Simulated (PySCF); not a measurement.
COS, charge +1, doublet, geometry from GFN2-xTB (a state made from the parent by changing its charge; the spin is typed, not shown lowest); DF-HF/6-311G** in PySCF.

Input for PySCF:
```python
from pyscf import gto, scf

mol = gto.Mole()
mol.atom = '''
    O    -0.000000   -0.000000   -1.683669
    C    -0.000000   -0.000000   -0.552454
    S     0.000000    0.000000    1.049005
'''
mol.basis = '6-311g**'
mol.charge = 1
mol.spin = 1
mol.verbose = 4
mol.build()

mf = scf.UHF(mol)
mf = mf.density_fit(auxbasis='def2-universal-jkfit')
mf.kernel()
```

The log (banner, timings and long lists left out):

```
PySCF version 2.14.0

[INPUT] verbose = 4
[INPUT] num. atoms = 3
[INPUT] num. electrons = 29
[INPUT] charge = 1
[INPUT] spin (= nelec alpha-beta = 2S) = 1
[INPUT] symmetry False subgroup None
[INPUT] Mole.unit = angstrom
[INPUT] Symbol           X                Y                Z      unit          X                Y                Z       unit  Magmom
[INPUT]  1 O      0.000000000000   0.000000000000  -1.683669000000 AA    0.000000000000   0.000000000000  -3.181673294420 Bohr   0.0
[INPUT]  2 C      0.000000000000   0.000000000000  -0.552454000000 AA    0.000000000000   0.000000000000  -1.043986756420 Bohr   0.0
[INPUT]  3 S      0.000000000000   0.000000000000   1.049005000000 AA    0.000000000000   0.000000000000   1.982332153299 Bohr   0.0

nuclear repulsion = 78.9628478988569
number of shells = 28
number of NR pGTOs = 107
number of NR cGTOs = 62
basis = 6-311g**
ecp = {}

******** <class 'pyscf.df.df_jk.DFUHF'> ********
method = DFUHF
initial guess = minao
damping factor = 0
level_shift factor = 0
DIIS = <class 'pyscf.scf.diis.CDIIS'>
diis_start_cycle = 1
diis_space = 8
diis_damp = 0
SCF conv_tol = 1e-09
SCF conv_tol_grad = None
SCF max_cycles = 50
direct_scf = False
number electrons alpha = 15  beta = 14
Set gradient conv threshold to 3.16228e-05
******** <class 'pyscf.df.df.DF'> ********
auxbasis = def2-universal-jkfit
init E= -510.809486975759

cycle= 1 E= -509.766652908682  delta_E= 1.04  |g|= 0.558  |ddm|= 1.24
cycle= 2 E= -509.853837814378  delta_E= -0.0872  |g|= 0.482  |ddm|= 0.605
cycle= 3 E= -509.937772306139  delta_E= -0.0839  |g|= 0.077  |ddm|= 0.247
cycle= 4 E= -509.940864508369  delta_E= -0.00309  |g|= 0.0271  |ddm|= 0.0604
cycle= 5 E= -509.941792398914  delta_E= -0.000928  |g|= 0.0139  |ddm|= 0.0395
cycle= 6 E= -509.94218843336  delta_E= -0.000396  |g|= 0.0106  |ddm|= 0.0183
cycle= 7 E= -509.942529546444  delta_E= -0.000341  |g|= 0.00855  |ddm|= 0.0172
cycle= 8 E= -509.942958270252  delta_E= -0.000429  |g|= 0.00643  |ddm|= 0.0247
cycle= 9 E= -509.943407900131  delta_E= -0.00045  |g|= 0.00247  |ddm|= 0.0471
cycle= 10 E= -509.943443873865  delta_E= -3.6e-05  |g|= 0.000929  |ddm|= 0.014
cycle= 11 E= -509.943447040009  delta_E= -3.17e-06  |g|= 0.000532  |ddm|= 0.00324
cycle= 12 E= -509.943448206835  delta_E= -1.17e-06  |g|= 0.000295  |ddm|= 0.00237
cycle= 13 E= -509.943448520697  delta_E= -3.14e-07  |g|= 0.000184  |ddm|= 0.001
cycle= 14 E= -509.943448673145  delta_E= -1.52e-07  |g|= 8.93e-05  |ddm|= 0.000901
cycle= 15 E= -509.943448703316  delta_E= -3.02e-08  |g|= 3.17e-05  |ddm|= 0.000385
cycle= 16 E= -509.943448705576  delta_E= -2.26e-09  |g|= 1.35e-05  |ddm|= 7.46e-05
cycle= 17 E= -509.943448706051  delta_E= -4.75e-10  |g|= 7.04e-06  |ddm|= 3.46e-05
Extra cycle  E= -509.943448706129  delta_E= -7.83e-11  |g|= 4.87e-06  |ddm|= 8.6e-06
converged SCF energy = -509.943448706129  <S^2> = 0.84208166  2S+1 = 2.0900542
```
